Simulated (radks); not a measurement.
Dipole-allowed excitations along the series with 48 electrons in [Kr] 4d10 5s2. All-electron calculation, scalar-relativistic Kohn-Sham, LB94 model potential, spin-unpolarised, spherical densities, finite nucleus; Fermi nuclear charge, rms radius of each element as measured or else 0.836 A^(1/3) + 0.57 fm. Program: a radial shooting solver on a logarithmic mesh with Libxc functionals. Time-dependent linear response with the Hartree and adiabatic LDA kernel, continuum included through the Sternheimer equations, no spin-orbit coupling, so fine structure and intercombination lines are absent. Lines are the poles of the dipole polarisability below minus the highest occupied eigenvalue, found on a grid refined at the orbital gaps; the lowest seven at most are given, and weak or close lines can be missed. The first line takes the name of the lowest orbital gap if no other gap lies below it; otherwise a line is named after a gap within 0.6 % of it, if that gap stands alone.

species  -e(HOMO) (eV)  lowest orbital gap (eV)  first line (eV)     f  static alpha (bohr^3)
Sb3+            46.565             5s-5p 10.666   12.798 (5s-5p)  1.56                  9.200
Te4+            61.646             5s-5p 12.365   14.775 (5s-5p)  1.57                  6.910
I5+             78.119             5s-5p 14.075   16.742 (5s-5p)  1.56                  5.372
